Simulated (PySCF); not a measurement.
An excited-state job on `C=Cc1oc(C)cp1`.

Method: TDDFT wB97X-D/def2-SVPD, vertical, gas phase, core orbitals frozen in the response (PySCF 2.14.0, density-fitted response routines). Geometry: GFN2-xTB. The command runs a driver script over a list of jobs; the input below is this job's line of settings and its coordinates in Å.

Command:
```bash
OMP_NUM_THREADS=1 python probes_run.py task.json out
```

Input:
```
{"job": {"kind": "uv", "xc": "wB97X-D", "basis": "def2-SVPD", "nstates": 8, "ntriplets": 3}, "charge": 0, "multiplicity": 1}
C      3.284760    -0.127780    -0.492071
C      2.071031    -0.673112    -0.465971
C      0.854176     0.071900    -0.295974
O     -0.293285    -0.641771    -0.279187
C     -1.368992     0.136495    -0.110012
C     -2.695476    -0.542562    -0.090456
C     -1.093705     1.463439     0.007272
P      0.636897     1.778074    -0.100435
H      3.415783     0.936357    -0.383308
H      4.170293    -0.723829    -0.620286
H      1.937999    -1.742115    -0.573939
H     -3.417142     0.060682     0.452589
H     -2.604797    -1.517744     0.382730
H     -3.059268    -0.690235    -1.107760
H     -1.842686     2.220191     0.149241
```

Output:
```
coarse grid: 13568 points
cycle   1  E = -648.8138399365  dE =  1.586e+00  |g| = 4.569e-01  |ddm| = 6.907e+00
cycle   2  E = -648.8301725654  dE = -1.633e-02  |g| = 4.380e-01  |ddm| = 1.426e+00
cycle   3  E = -648.8663138806  dE = -3.614e-02  |g| = 5.542e-02  |ddm| = 6.954e-01
cycle   4  E = -648.8670445665  dE = -7.307e-04  |g| = 2.667e-02  |ddm| = 1.617e-01
cycle   5  E = -648.8672164031  dE = -1.718e-04  |g| = 8.214e-03  |ddm| = 7.056e-02
cycle   6  E = -648.8672351287  dE = -1.873e-05  |g| = 2.328e-03  |ddm| = 2.331e-02
cycle   7  E = -648.8672371453  dE = -2.017e-06  |g| = 9.301e-04  |ddm| = 6.164e-03
final grid: 127992 points
cycle   8  E = -648.9596747539  dE = -1.003e-04  |g| = 4.519e-03  |ddm| = 1.750e-01
cycle   9  E = -648.9596777811  dE = -3.027e-06  |g| = 3.614e-03  |ddm| = 2.830e-02
cycle  10  E = -648.9596808951  dE = -3.114e-06  |g| = 7.691e-04  |ddm| = 7.143e-03
cycle  11  E = -648.9596810705  dE = -1.755e-07  |g| = 3.598e-04  |ddm| = 3.908e-03
cycle  12  E = -648.9596811152  dE = -4.466e-08  |g| = 1.196e-04  |ddm| = 1.094e-03
cycle  13  E = -648.9596811213  dE = -6.128e-09  |g| = 4.559e-05  |ddm| = 4.371e-04
cycle  14  E = -648.9596811229  dE = -1.586e-09  |g| = 2.590e-05  |ddm| = 2.019e-04
cycle  15  E = -648.9596811232  dE = -2.801e-10  |g| = 7.796e-06  |ddm| = 8.628e-05
converged SCF energy = -648.9596811232

Static polarisability (au): isotropic 102.846, principal 63.263 99.732 145.544

Singlet excitations
state   eV       nm        f      main configurations
  1   4.0543    305.8   0.28067   H->L 0.97
  2   5.4160    228.9   0.01205   H-2->L 0.95
  3   5.6035    221.3   0.00496   H-1->L 0.62, H->L+1 0.17, H->L+2 0.17
  4   5.8849    210.7   0.00305   H->L+3 0.32, H->L+2 0.20, H->L+4 0.19
  5   6.1716    200.9   0.18734   H->L+1 0.40, H-1->L 0.30, H->L+2 0.19
  6   6.2491    198.4   0.00945   H->L+3 0.41, H->L+2 0.28, H->L+7 0.14
  7   6.6563    186.3   0.01908   H-3->L 0.54, H->L+5 0.41
  8   6.7725    183.1   0.00001   H-4->L 0.92

Triplet excitations (Tamm-Dancoff, eV): 2.2960 4.5069 4.5937
```

The SCF starts on a coarse grid where the log names one; the energy can jump when the final grid takes over, and dE then counts from the start density on the new grid. H and L stand for HOMO and LUMO; the number after each pair is its weight.

Give S1 in cm⁻¹ and kJ/mol.

4.0543 eV × 8065.54 = 32700 cm⁻¹; × 96.485 = 391.2 kJ/mol.

How does the lowest singlet excitation compare with the HOMO–LUMO gap?

HOMO -7.68 eV and LUMO 0.09 eV give a gap of 7.77 eV; S1 at 4.05 eV lies 3.72 eV below it.

In short: HOMO -7.68 eV, LUMO 0.09 eV; lowest singlet 4.05 eV; lowest triplet 2.30 eV (Tamm–Dancoff); mean polarisability 102.8 au.

Estimate the wall time. Hardware: one thread of an Arm Neoverse V1 (shared host). And the peak memory of the process?

About 72 s (density and orbital grids were written too), with 0.92 GiB resident at the peak, the Python interpreter and its libraries included.

One conformer stands for the species.
Labels such as C1 count atoms from 1, the log's own numbers from 0.

Note: wB97X-D ran without an empirical dispersion term, which enters the total energy and its gradient alone.
